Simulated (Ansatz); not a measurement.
`C[SiH](F)O[SiH2]O` and `BO[SiH](C)F` differ in one atom or group.

Ansatz, PBE0-D4/def2-TZVP geometries, multiplicity 1. Each molecule was computed in one conformer, which needn't be the lowest.

```tsv
property	`C[SiH](F)O[SiH2]O`
LUMO energy (ωB97M-V/def2-TZVPP) / eV	2.06
LUMO energy (B3LYP/def2-TZVPP) / eV	0.20
HOMO–LUMO gap (PBE0/def2-TZVPP) / eV	9.15
size of the dipole moment (ωB97M-V/def2-TZVPP) / D	0.64
HOMO–LUMO gap (PBE/def2-TZVPP) / eV	6.83
LUMO energy (PBE0/def2-TZVPP) / eV	0.52
```

Q: What does the change do to each property? (Best estimate.)

A: Ansatz gave: 
```csv
property,`BO[SiH](C)F`,shift
LUMO energy (ωB97M-V/def2-TZVPP) / eV,1.16,-0.90
LUMO energy (B3LYP/def2-TZVPP) / eV,-0.98,-1.18
HOMO–LUMO gap (PBE0/def2-TZVPP) / eV,7.82,-1.33
size of the dipole moment (ωB97M-V/def2-TZVPP) / D,1.85,1.21
HOMO–LUMO gap (PBE/def2-TZVPP) / eV,5.31,-1.52
LUMO energy (PBE0/def2-TZVPP) / eV,-0.72,-1.24
```

With PBE0 the HOMO rises by 0.09 eV and the LUMO falls by 1.24 eV, so the gap narrows by about 1.33 eV. PBE moves the HOMO by 0.14 eV and ωB97M-V by 0.00 eV. Dipoles are sizes alone; their direction can turn.

B3LYP here is the variant with VWN-RPA as its local correlation; programs differ in this.
